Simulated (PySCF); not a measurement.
Vertical excitations of a molecule CH₅NO₂Si₂ from TDA-B3LYP/def2-SVPD (PySCF 2.14.0), as energy in eV (oscillator strength): 5.52 (0.007), 5.85 (0.013), 6.14 (0.006), 6.26 (0.004), 6.96 (0.005), 7.23 (0.003), 7.26 (0.015), 7.35 (0.023), 7.39 (0.005), 7.47 (0.005). Lowest triplet (TDA): 5.12 eV. Coordinates come from a PBE-D3(BJ)/def2-SVP optimisation. One conformer was computed; it need not be the lowest.

**Question.** Which molecule gave these data?
A. O[Si@H]1OC=N[SiH2]1
B. O[Si]1(O)N=C[SiH2]1
C. N#CO[SiH2]O[SiH3]
D. N#CO[SiH2][SiH2]O

**Answer.** D, N#CO[SiH2][SiH2]O
